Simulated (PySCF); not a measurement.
# Dipole response of Sr⁺ (strontium, charge +1)

[Kr] 5s1, 2S determinant. Calculation: PySCF 2.14, in dyall-av2z (22s16p11d, 125 functions); no relativity, point nucleus. Coupled (time-dependent) response in atomic units; α is the mean over directions. A double-zeta set is small for polarisabilities.

```json
{"method": "PBE0", "mean α (bohr³)": "111.3", "C₆ (like pair)": "1016", "S(−4)": "11010"}
{"method": "TPSSh", "mean α (bohr³)": "128.5", "C₆ (like pair)": "1238", "S(−4)": "14920"}
```

S(−4) is the Cauchy moment in α(ω) = α(0) + S(−4) ω² + …

α(iu) at PBE0:

| u (hartree) | α(iu) (bohr³) |
| --- | --- |
| 0 | 111.3 |
| 0.0500 | 89.52 |
| 0.100 | 57.52 |
| 0.200 | 26.26 |
| 0.300 | 15.80 |
| 0.500 | 8.876 |
| 0.750 | 5.821 |
| 1.00 | 4.237 |
| 1.50 | 2.529 |
| 2.00 | 1.656 |
| 3.00 | 0.8540 |
| 5.00 | 0.3481 |

For an ion, C₆ is the dispersion term alone; charge-induced terms of lower order in 1/R come first.

A non-relativistic calculation at this Z misses sizeable relativistic shifts.
